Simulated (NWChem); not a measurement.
Species: SeF2; SMILES [Se](F)F

```xyz
3

Se     0.0000     0.0000     0.3986
F     -1.2909     0.0000    -0.7530
F      1.2909     0.0000    -0.7530
```
Atoms are numbered in this order, from 1.

All runs: NWChem. All runs use the structure optimised with PBE0-D3(BJ)/def2-TZVP. B3LYP is NWChem's, with the RPA form of VWN correlation. Ions are spin-unrestricted doublets at the neutral geometry; other ion states weren't tried.

Q: Order these by “vertical ionisation energy, ΔSCF (eV)”, lowest first: r2SCAN/def2-SVP; LRC-wPBEh/def2-SVP; BHandHLYP/def2-SVP; PBE/def2-SVP.

A: PBE/def2-SVP (9.49), r2SCAN/def2-SVP (9.76), LRC-wPBEh/def2-SVP (9.92), BHandHLYP/def2-SVP (10.09)
